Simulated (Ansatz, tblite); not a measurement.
Ligand exchange: C3H5F + Si(SiH3)F3 → C3H8Si + SiF4

Species: C3H5F (allyl fluoride) `C=CCF`, singlet; Si(SiH3)F3, singlet; C3H8Si (prop-2-enylsilane) `C=CC[SiH3]`, singlet; SiF4 (silicon tetrafluoride) `F[Si](F)(F)F`, singlet. The partners trade F for SiH3: C–F and Si–SiH3 bonds give way to C–SiH3 and Si–F.

Shapes, held fixed at every level: PBE0-D4/def2-TZVP. Flexible molecules stand in one conformer, not always the lowest. Programs: Ansatz 0.2.0, tblite 0.8.0. Electronic energies: no zero-point or thermal term.

```
               level                    kind  ΔE (kJ/mol)  less CCSD(T)/CBS estimate
            GFN2-xTB          semi-empirical       -147.2                      +85.6
r2SCAN-D4/def2-TZVPP                meta-GGA       -222.2                      +10.6
 B3LYP-D4/def2-TZVPP           global hybrid       -212.5                      +20.3
  wB97M-V/def2-TZVPP  range-separated hybrid       -225.5                       +7.3
  wB97X-V/def2-TZVPP  range-separated hybrid       -212.8                      +20.0
  CCSD(T)/def2-TZVPP   coupled cluster or CI       -231.8                       +1.0
     CCSD/def2-TZVPP   coupled cluster or CI       -233.0                       -0.2
CCSD(T)/CBS estimate   coupled cluster or CI       -232.8                        0.0
```

The highest level, CCSD(T)/CBS estimate, gives ΔE = -232.8 kJ/mol; the levels span -233.0 to -147.2. GFN2-xTB strays far from the other rows. The column of differences is taken from that level and isn't an error. No measured value is set beside it here. The CBS estimate extrapolates MP2 from def2-TZVPP and def2-QZVPP and adds CCSD(T) − MP2 in the triple-zeta set, cores frozen.
